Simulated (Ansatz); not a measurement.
Ansatz (a program for electronic structure) input file for C2H6ClFSi, SMILES [C@@H](Cl)(F)C[SiH3], PBE-D3(BJ)/def2-SVP. 

Ansatz 0.2 input:
```yaml
crystal:
  periodic: [false, false, false]
  atoms:
    - {symbol: F, position_ang: [-1.10949188, -1.35766326, 0.34436632]}
    - {symbol: C, position_ang: [-0.97140244, -0.24620155, -0.43280962]}
    - {symbol: Cl, position_ang: [-1.03747958, 1.17134110, 0.64966534]}
    - {symbol: C, position_ang: [0.33132614, -0.28568180, -1.18746244]}
    - {symbol: Si, position_ang: [1.85450278, -0.21586814, -0.02605876]}
    - {symbol: H, position_ang: [-1.86138935, -0.20136116, -1.07379302]}
    - {symbol: H, position_ang: [0.34412055, 0.54387952, -1.89224364]}
    - {symbol: H, position_ang: [0.33864587, -1.20786546, -1.77040962]}
    - {symbol: H, position_ang: [1.62766010, -1.11127100, 1.10300612]}
    - {symbol: H, position_ang: [2.99114748, -0.66753662, -0.83110580]}
    - {symbol: H, position_ang: [2.05981390, 1.16377931, 0.40739340]}
basis:
  gaussian:
    orbitals: def2-SVP
hamiltonian:
  xc: pbe
  dispersion: d3bj
relax: {f_tol: 0.002, max_steps: 200}
```

Output:

```
WARN ansatz: RAYON_NUM_THREADS=1 ignored (pool sized by the plan → 1); use --threads N
Functional definition: PBE
integrals: 0.05 GiB planned
1203 factors; their error is unknown
mean field: 0.30 GiB planned
mean field evaluation 1: about -25257.6643 eV, gradient 5.0e1 eV
mean field evaluation 2: about -25248.6619 eV, gradient 7.4e1 eV
mean field evaluation 4: about -25263.7949 eV, gradient 4.9e0 eV
mean field evaluation 8: about -25263.8456 eV, gradient 1.3e-1 eV
mean field evaluation 16: about -25263.7644 eV, gradient 2.4e-4 eV
mean field -25263.76439035 eV, -928.4262169509 hartree, gradient 1.2e-5 eV, S^2 0.000000; 0 other end points of the search recorded, 0 dependent functions left out
the calculation of the forces begins
reference -25263.76442301 eV, -928.4262181509 hartree; 29, 29 occupied and 79, 79 virtual orbitals, 1203 factors
relax step   1: F+E_penalty+E_count = -25264.02678251 eV  Δ(F+E_penalty+E_count) = +0.000e0 eV  max|allowed force component| = 6.922e-1 eV/Å  Δτ_max = 0.0000 Å  (28 SCF iters, accepted)
these checks for a lower state are left out or cut short: starts, cluster_reference, orbital_swaps, neighbouring_geometries, increment
integrals: 0.05 GiB planned
1203 factors; their error is unknown
mean field: 0.30 GiB planned
mean field -25263.86455625 eV, -928.4298979797 hartree, gradient 1.4e-5 eV, S^2 0.000000; 0 other end points of the search recorded, 0 dependent functions left out
the calculation of the forces begins
reference -25263.86458919 eV, -928.4298991901 hartree; 29, 29 occupied and 79, 79 virtual orbitals, 1203 factors
relax step   2: F+E_penalty+E_count = -25264.12136031 eV  Δ(F+E_penalty+E_count) = -9.458e-2 eV  max|allowed force component| = 2.679e-1 eV/Å  Δτ_max = 0.1143 Å  (30 SCF iters, accepted)
these checks for a lower state are left out or cut short: starts, cluster_reference, orbital_swaps, neighbouring_geometries, increment
integrals: 0.05 GiB planned
1203 factors; their error is unknown
mean field: 0.30 GiB planned
mean field evaluation 32: about -25263.8743 eV, gradient 1.6e-5 eV
mean field -25263.87426825 eV, -928.4302548892 hartree, gradient 1.6e-5 eV, S^2 0.000000; 0 other end points of the search recorded, 0 dependent functions left out
the calculation of the forces begins
reference -25263.87430121 eV, -928.4302561003 hartree; 29, 29 occupied and 79, 79 virtual orbitals, 1203 factors
relax step   3: F+E_penalty+E_count = -25264.13093037 eV  Δ(F+E_penalty+E_count) = -9.570e-3 eV  max|allowed force component| = 1.391e-1 eV/Å  Δτ_max = 0.0354 Å  (31 SCF iters, accepted)
these checks for a lower state are left out or cut short: starts, cluster_reference, orbital_swaps, neighbouring_geometries, increment
integrals: 0.05 GiB planned
1203 factors; their error is unknown
mean field: 0.30 GiB planned
mean field -25263.87537318 eV, -928.4302954947 hartree, gradient 1.6e-5 eV, S^2 0.000000; 0 other end points of the search recorded, 0 dependent functions left out
the calculation of the forces begins
reference -25263.87540615 eV, -928.4302967063 hartree; 29, 29 occupied and 79, 79 virtual orbitals, 1203 factors
relax step   4: F+E_penalty+E_count = -25264.13171616 eV  Δ(F+E_penalty+E_count) = -7.858e-4 eV  max|allowed force component| = 9.177e-2 eV/Å  Δτ_max = 0.0092 Å  (31 SCF iters, accepted)
these checks for a lower state are left out or cut short: starts, cluster_reference, orbital_swaps, neighbouring_geometries, increment
integrals: 0.05 GiB planned
1203 factors; their error is unknown
mean field: 0.30 GiB planned
mean field -25263.87551137 eV, -928.4303005730 hartree, gradient 1.5e-5 eV, S^2 0.000000; 0 other end points of the search recorded, 0 dependent functions left out
the calculation of the forces begins
reference -25263.87554433 eV, -928.4303017843 hartree; 29, 29 occupied and 79, 79 virtual orbitals, 1203 factors
relax step   5: F+E_penalty+E_count = -25264.13178680 eV  Δ(F+E_penalty+E_count) = -7.064e-5 eV  max|allowed force component| = 3.476e-2 eV/Å  Δτ_max = 0.0073 Å  (31 SCF iters, accepted)
these checks for a lower state are left out or cut short: starts, cluster_reference, orbital_swaps, neighbouring_geometries, increment
integrals: 0.05 GiB planned
1203 factors; their error is unknown
mean field: 0.30 GiB planned
mean field -25263.87562294 eV, -928.4303046729 hartree, gradient 9.1e-6 eV, S^2 0.000000; 0 other end points of the search recorded, 0 dependent functions left out
the calculation of the forces begins
reference -25263.87565590 eV, -928.4303058843 hartree; 29, 29 occupied and 79, 79 virtual orbitals, 1203 factors
relax step   6: F+E_penalty+E_count = -25264.13193694 eV  Δ(F+E_penalty+E_count) = -1.501e-4 eV  max|allowed force component| = 1.265e-2 eV/Å  Δτ_max = 0.0037 Å  (24 SCF iters, accepted)
these checks for a lower state are left out or cut short: starts, cluster_reference, orbital_swaps, neighbouring_geometries, increment
integrals: 0.05 GiB planned
1203 factors; their error is unknown
mean field: 0.30 GiB planned
mean field -25263.87563951 eV, -928.4303052821 hartree, gradient 1.6e-5 eV, S^2 0.000000; 0 other end points of the search recorded, 0 dependent functions left out
the calculation of the forces begins
reference -25263.87567247 eV, -928.4303064934 hartree; 29, 29 occupied and 79, 79 virtual orbitals, 1203 factors
relax step   7: F+E_penalty+E_count = -25264.13195236 eV  Δ(F+E_penalty+E_count) = -1.542e-5 eV  max|allowed force component| = 2.519e-3 eV/Å  Δτ_max = 0.0036 Å  (22 SCF iters, accepted)
these checks for a lower state are left out or cut short: starts, cluster_reference, orbital_swaps, neighbouring_geometries, increment
integrals: 0.05 GiB planned
1203 factors; their error is unknown
mean field: 0.30 GiB planned
mean field evaluation 64: about -25263.8757 eV, gradient 1.7e-5 eV
mean field -25263.87567187 eV, -928.4303064712 hartree, gradient 1.7e-5 eV, S^2 0.000000; 0 other end points of the search recorded, 0 dependent functions left out
the calculation of the forces begins
reference -25263.87570483 eV, -928.4303076824 hartree; 29, 29 occupied and 79, 79 virtual orbitals, 1203 factors
relax step   8: F+E_penalty+E_count = -25264.13196023 eV  Δ(F+E_penalty+E_count) = -7.870e-6 eV  max|allowed force component| = 2.281e-3 eV/Å  Δτ_max = 0.0043 Å  (23 SCF iters, accepted)
these checks for a lower state are left out or cut short: starts, cluster_reference, orbital_swaps, neighbouring_geometries, increment
integrals: 0.05 GiB planned
1203 factors; their error is unknown
mean field: 0.30 GiB planned
mean field -25263.87567459 eV, -928.4303065711 hartree, gradient 2.3e-5 eV, S^2 0.000000; 0 other end points of the search recorded, 0 dependent functions left out
the calculation of the forces begins
reference -25263.87570754 eV, -928.4303077820 hartree; 29, 29 occupied and 79, 79 virtual orbitals, 1203 factors
relax step   9: F+E_penalty+E_count = -25264.13196553 eV  Δ(F+E_penalty+E_count) = -5.296e-6 eV  max|allowed force component| = 2.304e-3 eV/Å  Δτ_max = 0.0055 Å  (23 SCF iters, accepted)
these checks for a lower state are left out or cut short: starts, cluster_reference, orbital_swaps, neighbouring_geometries, increment
integrals: 0.05 GiB planned
1203 factors; their error is unknown
mean field: 0.30 GiB planned
mean field -25263.87569919 eV, -928.4303074753 hartree, gradient 1.5e-5 eV, S^2 0.000000; 0 other end points of the search recorded, 0 dependent functions left out
the calculation of the forces begins
reference -25263.87573214 eV, -928.4303086861 hartree; 29, 29 occupied and 79, 79 virtual orbitals, 1203 factors
relax step  10: F+E_penalty+E_count = -25264.13196722 eV  Δ(F+E_penalty+E_count) = -1.695e-6 eV  max|allowed force component| = 1.430e-3 eV/Å  Δτ_max = 0.0040 Å  (23 SCF iters, accepted)
integrals: 0.05 GiB planned
1203 factors; their error is unknown
mean field: 0.30 GiB planned
mean field evaluation 96: about -25263.8757 eV, gradient 9.3e-5 eV
mean field -25263.87569919 eV, -928.4303074753 hartree, gradient 1.4e-5 eV, S^2 0.000000; 1 other end points of the search recorded, 0 dependent functions left out
the calculation of the forces begins
reference -25263.87573214 eV, -928.4303086861 hartree; 29, 29 occupied and 79, 79 virtual orbitals, 1203 factors
Total energy: -25264.13200017 eV, -928.4397263624 hartree
Atom 0 at    -1.153428    -1.369204     0.355218 Å, force     0.000184    -0.000198     0.000549 eV/Å
Atom 1 at    -1.017456    -0.257447    -0.430737 Å, force    -0.000593     0.001069     0.000667 eV/Å
Atom 2 at    -1.154247     1.222342     0.615780 Å, force     0.000134    -0.001018    -0.000729 eV/Å
Atom 3 at     0.312680    -0.281920    -1.155033 Å, force     0.001209    -0.000377    -0.001430 eV/Å
Atom 4 at     1.868625    -0.222550    -0.040243 Å, force     0.001135    -0.000555    -0.000626 eV/Å
Atom 5 at    -1.891077    -0.209249    -1.114286 Å, force    -0.000673    -0.000355    -0.000668 eV/Å
Atom 6 at     0.358093     0.567645    -1.867169 Å, force     0.000058     0.000286     0.000556 eV/Å
Atom 7 at     0.347027    -1.213182    -1.761217 Å, force    -0.000573     0.001110     0.001336 eV/Å
Atom 8 at     1.723809    -1.144367     1.134858 Å, force    -0.000246     0.000397     0.000320 eV/Å
Atom 9 at     3.029917    -0.680513    -0.881045 Å, force    -0.000092    -0.000216    -0.000302 eV/Å
Atom 10 at     2.143509     1.173997     0.434424 Å, force    -0.000543    -0.000142     0.000328 eV/Å
Dipole moment:     0.002987    -0.029861    -0.423848 e Å
```

The calculation finished and met its thresholds.

Cost: about 28 core-seconds (a rough figure).
